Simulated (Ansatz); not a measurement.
A run for Ansatz (an electronic-structure program): U-CCSD(T)/aug-cc-pV(5+d)Z on HCl-, 2S+1 = 2, a spin state set in the input, which need not be the lowest, a point of a bond scan (R = 2.122 Å). Charge -1. Files ending in .json are basis or fitting sets from the Basis Set Exchange.

Ansatz 0.2 input:
```yaml
crystal:
  periodic: [false, false, false]
  atoms:
    - {symbol: H, position_ang: [0.00000000, 0.00000000, 0.00000000]}
    - {symbol: Cl, position_ang: [0.00000000, 0.00000000, 2.12175200]}
basis:
  gaussian:
    orbitals: aug-cc-pV_5+d_Z.json
    pivot_positions_ang: [[0.00000000, 0.00000000, 0.00000000], [0.00000000, 0.00000000, 2.12175200]]
total_charge: -1
magnetization: {spin_polarized: true, initial_magnetization: 1}
correlation: {method: ccsd_t, electrons: outside_noble_gas}
output: {orbitals: {seedname: ./end}}
```

Question: Predict the final total energy.

Answer: -460.3421 hartree (reference determinant -460.0725, T1 diagnostic 0.017).

Question: How many basis functions does it have, and what does it roughly cost on one machine?

Answer: 216 functions; roughly 100 core-seconds.
